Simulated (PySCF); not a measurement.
Polarisability and C₆ of Pd (palladium, neutral)

[Kr] 4d10, closed-shell 1S. Computed with PySCF 2.14 in aug-cc-pVTZ-PP with one added diffuse shell each of s, p, d, f, g type with ECP28MDF (7s7p6d4f3g, 113 functions), with scalar relativity through the core potential. Coupled (time-dependent) response in atomic units; α is the mean over directions.

```
method  mean α (bohr³)  C₆ (like pair)  S(−4)
   UHF           21.06           146.7  251.4
   PBE           30.87           225.0  754.5
  PBE0           26.97           194.3  500.4
 B3LYP           27.82           200.6  554.3
 TPSSh           29.11           211.8  631.3
```

S(−4) is the Cauchy moment in α(ω) = α(0) + S(−4) ω² + …

Reference α: 26.14 ± 0.1 bohr³ (recommended; Schwerdtfeger and Nagle, table of static dipole polarizabilities (2023 update)). Published C₆: 628.0 (Gould and Bucko (2016)).

α(iu) at TPSSh:

| u (hartree) | α(iu) (bohr³) |
| --- | --- |
| 0 | 29.11 |
| 0.0500 | 27.67 |
| 0.100 | 24.51 |
| 0.200 | 18.54 |
| 0.300 | 14.59 |
| 0.500 | 10.01 |
| 0.750 | 6.979 |
| 1.00 | 5.226 |
| 1.50 | 3.296 |
| 2.00 | 2.279 |
| 3.00 | 1.274 |
| 5.00 | 0.5523 |

A single London oscillator, α(iu) = α/(1 + u²/ω²), gives C₆ = (3/4) ω α². Matching the computed C₆ needs ω = 4 × 211.8 / (3 × 29.11²) = 0.333 hartree.

Energies and moments cover only the electrons outside the core potential.
